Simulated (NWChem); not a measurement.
# Cl$_{2}$ anion, doublet

Computed with NWChem. Spin-unrestricted. Sets without diffuse functions describe the anion's extra electron poorly. No stability test was run on the SCF state. Each level has its own optimisation; frequencies are unscaled.

For level B3LYP/def2-TZVP:

```
Property                           Value
---------------------------------  -----
highest harmonic frequency (cm⁻¹)    203
```

What are these values for level B3LYP/def2-SVPD?

The highest harmonic frequency (cm⁻¹) is 213.
